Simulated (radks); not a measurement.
The numbers below are computed, except where a source is named.
Excited configurations of Mn: one electron is placed in a higher orbital outside [Ar] 3d5 4s1. The ground configuration is [Ar] 3d5 4s2. Code: a radial shooting solver on a logarithmic mesh with Libxc functionals. Model: scalar-relativistic Kohn-Sham, PBE, spin-polarised, spherical densities, point nucleus; open shells are filled with parallel spins first. Excitation = E - E(ground); binding = E(ion) - E, where the ion is the core of charge +1; n* = 1/sqrt(2 binding) in atomic units, and the quantum defect is n - n*.

| outer orbital | excitation (eV) | binding (eV) | n* | quantum defect | eigenvalue (eV) | <r> (bohr) |
|---|---|---|---|---|---|---|
| 4p | 2.229 | 5.006 | 1.649 | 2.351 | -2.477 | 4.029 |
| 4d | 5.483 | 1.752 | 2.786 | 1.214 | -0.784 | 9.370 |
| 4f | 6.267 | 0.969 | 3.748 | 0.252 | -0.478 | 16.61 |
| 5s | 4.519 | 2.716 | 2.238 | 2.762 | -1.648 | 8.139 |
| 5p | 5.254 | 1.981 | 2.620 | 2.380 | -1.163 | 10.34 |
| 5d | 6.108 | 1.127 | 3.474 | 1.526 | -0.642 | 17.48 |
| 5f | 6.557 | 0.678 | 4.479 | 0.521 | -0.405 | 28.07 |
| 6s | 5.788 | 1.448 | 3.066 | 2.934 | -0.910 | 15.70 |
| 6p | 6.097 | 1.139 | 3.456 | 2.544 | -0.715 | 19.11 |
| 7s | 6.334 | 0.902 | 3.884 | 3.116 | -0.598 | 25.56 |

Estimate the row for 7p.

Answer. excitation (eV) 6.485; binding (eV) 0.751; n* 4.257; quantum defect 2.743; eigenvalue (eV) -0.495; <r> (bohr) 30.18. The Delta-SCF ionisation energy is 7.236 eV (NIST Atomic Spectra Database: 7.434 eV, measured). Self-interaction in the functional shifts the binding energies and quantum defects, so they are the method's values and not measured ones. Open shells are spherical and high-spin; term and fine-structure splittings are not resolved.
